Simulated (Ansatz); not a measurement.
Consider the ligand exchange at the Si–C bond: `N[SiH2]CO` + `N[SiH](N)F` → `N[SiH2]N[SiH](N)F` + CH₃OH.

Computed with Ansatz on PBE0-D4/def2-TZVP structures; ΔE is electronic, products minus reactants. CBS: MP2 limit from def2 TZ/QZ plus the TZ coupled-cluster correction, frozen cores. This one scheme is used for every species. DFT in def2-TZVPP. Each species was taken in one conformer, which may not be the lowest.

CCSD(T)/CBS gives -20.2 kcal/mol.

Task: Another level gave -19.7 kcal/mol. Which?
A. B2PLYP/def2-TZVPP
B. PBE0/def2-TZVPP
C. SCS-MP2/def2-TZVPP
D. HF/def2-TZVPP

Result: A. B2PLYP -19.7, HF/def2-TZVPP -22.0, PBE0 -17.8, SCS-MP2/def2-TZVPP -21.1 kcal/mol.

Largest T1 diagnostic among the species: 0.011.

From PBE to PBE0 (25 % exact exchange), in def2-TZVPP and without D4, ΔE moves by −1.4 kcal/mol. In def2-TZVPP, CCSD(T) changes the Hartree–Fock value by +1.7 kcal/mol (the triples alone add +0.2 kcal/mol) and MP2 by +1.1 kcal/mol.
